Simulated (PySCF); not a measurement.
B3LYP has the VWN-RPA correlation part, as in Gaussian. 

## C2H5NO, SMILES `NC(O)=C` (charge 0, multiplicity 1)

Method: B3LYP-D3(BJ)/def2-TZVP run with PySCF 2.14.0.

```
Property                                        Value
-------------  --------------------------------------
HOMO                                         -5.97 eV
dipole moment                                  2.36 D
HOMO–LUMO gap                                 6.41 eV
LUMO                                          0.44 eV
total energy                             -209.2760 Ha
cost           about 40 core-seconds (a rough figure)
```

```xyz
9

C     -1.3017    -0.2787     0.0157
C     -0.0524     0.1432    -0.1750
N      1.0615    -0.1804     0.6076
O      0.2551     1.0042    -1.1901
H     -1.5190    -1.0550     0.7334
H     -2.1116     0.1487    -0.5539
H      0.8393    -0.7768     1.3913
H      1.8334    -0.5592     0.0717
H      0.9954     1.5540    -0.9007
```
Charge 0, spin multiplicity 1.
